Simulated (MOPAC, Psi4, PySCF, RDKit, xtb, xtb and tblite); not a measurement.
Two geometries of SMILES C=CCCB(O)O, relaxed at GFN2-xTB with one dihedral held; other torsions can differ between them too.

Structure A

```
16

C      2.1743     0.1114     1.0585
C      1.2508    -0.7467     0.6623
C      0.6640    -0.7904    -0.7124
C     -0.8771    -0.6997    -0.7129
B     -1.5646     0.1250     0.4807
O     -2.8517    -0.1701     0.7657
O     -0.9724     1.1159     1.1974
H      2.5811     0.8557     0.3913
H      2.5760     0.1010     2.0574
H      0.8650    -1.4873     1.3511
H      0.9672    -1.7222    -1.1969
H      1.0818     0.0336    -1.2977
H     -1.2001    -0.2779    -1.6660
H     -1.2932    -1.7084    -0.6847
H     -3.2251     0.3663     1.4666
H     -0.0479     1.2789     1.0088
```

Structure B

```
16

C      2.0868     0.4555     0.7500
C      1.2702    -0.5637     0.5571
C      0.6001    -0.8868    -0.7392
C     -0.9425    -0.8020    -0.6157
B     -1.6087     0.2738    -1.5977
O     -2.7375    -0.0520    -2.2570
O     -1.0883     1.5177    -1.7872
H      2.3517     1.1301    -0.0490
H      2.5384     0.6560     1.7067
H      1.0252    -1.2252     1.3783
H      0.8804    -1.9001    -1.0349
H      0.9637    -0.2108    -1.5169
H     -1.3858    -1.7820    -0.7843
H     -1.1962    -0.5298     0.4121
H     -3.0834     0.6484    -2.8124
H     -0.2970     1.7140    -1.2874
```

Q: Which is lower in energy at the level PBE0-D3(BJ)/def2-SVP // GFN2-xTB (Psi4), and by how much?

A: A is lower, by 2.38 kcal/mol (dihedral C2–C3–C4–B5: 30° in A, 120° in B).

E(B) − E(A) in kcal/mol at the other levels, on the same two geometries: GFN2-xTB (xtb and tblite) 1.14; PBE0/def2-SVP // GFN2-xTB (Psi4) 2.02; PBE/def2-SVP // GFN2-xTB (Psi4) 2.05; PBE-D3(BJ)/def2-SVP // GFN2-xTB (Psi4) 2.46; UFF // GFN2-xTB (RDKit) -5.38; PM3, restricted, heats of formation // GFN2-xTB (MOPAC) -0.24; PM7, restricted, heats of formation // GFN2-xTB (MOPAC) 1.12; GFN1-xTB // GFN2-xTB (xtb) 1.23; restricted B3LYP/6-31G*, spherical d, density fitting // GFN2-xTB (PySCF) 1.68; restricted B3LYP/LANL2DZ // GFN2-xTB (PySCF) 1.58; restricted BP86/6-31G*, spherical d, density fitting // GFN2-xTB (PySCF) 1.88; restricted M06-2X/6-31G*, spherical d, density fitting // GFN2-xTB (PySCF) 2.51.
